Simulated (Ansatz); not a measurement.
ClGaH₄SeSi, SMILES `[SiH3][Se][GaH][Cl]`, 8 atoms. Total charge 0; spin multiplicity 1. Correlated methods include outer-core shells of Ga, Se, which these sets cover unevenly. Scalar relativity is left out up to krypton. Hardware: A = 2 threads of an AMD EPYC 7R13 on a shared host; B = 2 threads of an AMD EPYC 7R13 on a shared host and a share of an NVIDIA H100 80 GB. Correlated methods freeze the cores. Open-shell runs search over several starts.

Q: How many basis functions does each run have, and how long does it take in Ansatz? RKS ωB97M-V/def2-SVP energy [A]; UKS PBE0-D4/def2-TZVPP energy of the cation [A]; RKS BHLYP-D4/def2-TZVPP energy [A]; UKS PBE-D4/def2-TZVPP energy of the cation [A]; UKS B2PLYP (frozen core)/def2-TZVPP energy of the cation [A]; RHF-CCSD(T)/def2-TZVPP energy [B]; RHF-MP2/def2-QZVPP energy [B]; UKS r2SCAN-D4/def2-TZVPP energy of the cation [A]; UKS B3LYP-D4/def2-TZVPP energy of the cation [A]; RHF-CCSD(T)/def2-SVP energy [B]; RKS r2SCANh-D4/def2-TZVPP energy [A]; UHF-CCSD(T)/def2-TZVPP energy of the cation [B]. (Best estimate.)

A: Ansatz gave: Other jobs shared the machine, so times are rough.

| level | job | functions | wall time | peak host memory (GiB) |
| --- | --- | --- | --- | --- |
| RKS BHLYP-D4/def2-TZVPP | energy [A] | 236 | 9 s | 1 |
| RKS ωB97M-V/def2-SVP | energy [A] | 120 | 11 s | 0.47 |
| RHF-CCSD(T)/def2-SVP | energy [B] | 120 | 11 s | 0.77 |
| RKS r2SCANh-D4/def2-TZVPP | energy [A] | 236 | 13 s | 0.98 |
| RHF-MP2/def2-QZVPP | energy [B] | 438 | 14 s | 0.96 |
| RHF-CCSD(T)/def2-TZVPP | energy [B] | 236 | 16 s | 0.8 |
| UKS B2PLYP (frozen core)/def2-TZVPP | energy of the cation [A] | 236 | 24 s | 1.1 |
| UKS PBE-D4/def2-TZVPP | energy of the cation [A] | 236 | 26 s | 0.85 |
| UKS B3LYP-D4/def2-TZVPP | energy of the cation [A] | 236 | 31 s | 1.2 |
| UKS PBE0-D4/def2-TZVPP | energy of the cation [A] | 236 | 32 s | 1.2 |
| UHF-CCSD(T)/def2-TZVPP | energy of the cation [B] | 236 | 34 s | 0.83 |
| UKS r2SCAN-D4/def2-TZVPP | energy of the cation [A] | 236 | 35 s | 0.61 |

B3LYP here is the variant with VWN-RPA as its local correlation; programs differ in this.
